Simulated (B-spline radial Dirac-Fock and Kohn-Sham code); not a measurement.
## Binding energies of W⁺ at several levels of theory

System: W⁺ in the configuration [Xe] 4f14 5d4 6s1.

The density-functional columns are spherical, spin-unpolarised Dirac-Kohn-Sham results without Breit or QED terms: −ε is minus the orbital energy of the initial state and ΔSCF the difference of two total energies. The reference in the last column comes from Dirac-Fock energy differences between relaxed states, corrected for Breit and QED terms. All numbers are from a B-spline atomic structure program, in eV; a selection of levels is shown. For the 1s level of heavy atoms much of the gap between ΔSCF and the reference is the Breit and QED part, -349.2 eV here; for other levels the error of the functional can be larger.

```
level   LDA −ε  LDA ΔSCF   PBE −ε  PBE ΔSCF  Dirac-Fock
   1s  69321.1   69874.2  69379.4   69934.3     69536.7
   2s  11964.9   12064.9  11973.3   12073.0     12122.8
2p1/2  11448.7   11577.9  11452.5   11581.6     11559.2
2p3/2  10097.5   10208.3  10099.9   10210.5     10221.7
   3s   2760.7    2788.7   2763.1    2790.9      2842.0
3p1/2   2529.6    2559.8   2530.6    2560.6      2593.4
3p3/2   2237.6    2264.7   2238.1    2265.2      2300.5
3d3/2   1845.9    1879.0   1845.7    1878.8      1887.3
3d5/2   1782.3    1814.3   1782.1    1814.0      1824.9
   4s    574.8     587.3    575.9     588.3       617.6
4p1/2    478.9     491.2    479.4     491.7       514.0
4p3/2    410.9     422.8    411.6     423.4       446.2
4d3/2    252.8     264.4    252.9     264.4       276.0
4d5/2    240.3     251.7    240.4     251.8       263.6
4f5/2    42.19     52.63    41.84     52.26       49.07
4f7/2    39.95     50.29    39.61     49.92       46.94
5p1/2    58.11     64.94    57.78     64.57       64.66
5p3/2    48.20     54.67    47.97     54.42       54.86
   5d    12.00     17.00    11.73     16.71       15.31
   6s    12.47     16.01    12.18     15.68       14.08
```

Q: Order the estimates of the K (1s) level by their distance from the Dirac-Fock value, nearest first.
A. LDA ΔSCF
B. LDA −ε
C. PBE ΔSCF
D. PBE −ε

A: D (157.3 eV), B (215.5 eV), A (337.6 eV), C (397.7 eV).

An eigenvalue near the reference for a deep level is a cancellation of errors: it lacks relaxation, carries self-interaction and omits Breit and QED terms.

For the outermost level NIST gives 16.37 ± 0.15 eV (semi-empirical); the differences from it are LDA −ε -3.90, LDA ΔSCF -0.36, PBE −ε -4.19, PBE ΔSCF -0.69, Dirac-Fock -2.29 eV.

Values without a named source are computed, but for edge energies of neutral atoms, which are taken from tables.
